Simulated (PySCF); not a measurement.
## How methods differ on the excitation energy of Gd

Gd [Xe] 4f7 5d1 6s2 (9D) → Gd [Xe] 4f7 5d2 6s1 (11F), as a difference of total energies. Calculation: PySCF 2.14, in cc-pVDZ-X2C (8s7p5d3f1g, 84 functions); scalar relativity by spin-free X2C-1e. Correlated levels: valence: [Kr] 4d10 frozen. The calculations carry no spin-orbit coupling.

Problem. Order these methods by the excitation energy they give, lowest first.
A. CCSD(T) (valence)
B. CCSD (valence)
C. UHF
D. MP2 (valence)

Solution. C (0.208 eV), D (0.732 eV), B (0.834 eV), A (0.935 eV).

Errors of the correlated levels include the incompleteness of this basis and the frozen core.

For comparison: 0.821 eV (measured; NIST levels, between the centres of gravity of the two terms).
